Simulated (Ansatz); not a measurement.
Single points on the cluster Pd₂S₂⁻.

```yaml
crystal:
  periodic: [false, false, false]
  atoms:
    - {symbol: Pd, position_ang: [-0.016036, -1.383917, -0.067459]}
    - {symbol: Pd, position_ang: [0.016035, 1.383916, 0.067419]}
    - {symbol: S, position_ang: [1.721638, -0.018005, -0.039791]}
    - {symbol: S, position_ang: [-1.721638, 0.018006, 0.039832]}
basis:
  gaussian: {orbitals: def2-TZVPD, initial_orbitals: start.molden}
total_charge: -1
magnetization: {spin_polarized: true, initial_magnetization: 1}
hamiltonian: {xc: pbe0, dispersion: d4}
scf: {omitted_lower_state_checks: [starts]}
output: {orbitals: {seedname: orbitals}}
```

The file start.molden holds the orbitals of an earlier run on this structure, at another level or in another basis.

```sh
$ ansatz run in.yaml --threads 4 --pin off --events-out ev --progress --plain --max-ram 3916MiB
```

Shortened log:

```
Functional definition: PBE0
1440 factors; their error is unknown
mean field evaluation 1: about -28626.7467 eV, gradient 8.4e1 eV
mean field evaluation 2: about -28628.4462 eV, gradient 2.7e0 eV
mean field evaluation 4: about -28628.7034 eV, gradient 2.4e-1 eV
mean field evaluation 8: about -28628.7038 eV, gradient 8.3e-6 eV
mean field -28628.70381526 eV, -1052.0854599784 hartree, gradient 9.3e-6 eV, S^2 0.759772; 0 other end points of the search recorded, 0 dependent functions left out
reference -28628.70384696 eV, -1052.0854611435 hartree; 35, 34 occupied and 137, 138 virtual orbitals, 1440 factors
Total energy: -28628.91177350 eV, -1052.0931023027 hartree
Checks for a lower state left out: starts
```

It took 9.5 s on 4 threads of Arm Neoverse V1 on a shared host, peak host memory 0.72 GiB.

First input, but with `hamiltonian: {xc: pbe, dispersion: d4}` (abridged; 3.8 s):

```
Functional definition: PBE
mean field -28629.78653822 eV, -1052.1252493131 hartree, gradient 2.6e-5 eV, S^2 0.752933
Total energy: -28630.03249373 eV, -1052.1342880115 hartree
Checks for a lower state left out: starts
```

As the first input, with `hamiltonian: {xc: r2scan, dispersion: d4}` (abridged; 12 s):

```
Functional definition: r2SCAN
mean field -28638.59544496 eV, -1052.4489706650 hartree, gradient 2.6e-5 eV, S^2 0.756491
Total energy: -28638.64159467 eV, -1052.4506666357 hartree
Checks for a lower state left out: starts
```

Geometry: PBE0-D4/def2-SVP, that of the neutral singlet.

In the def2 sets Pd takes a core potential; there is no spin–orbit coupling. The structure comes from a short search, and lower isomers may exist.
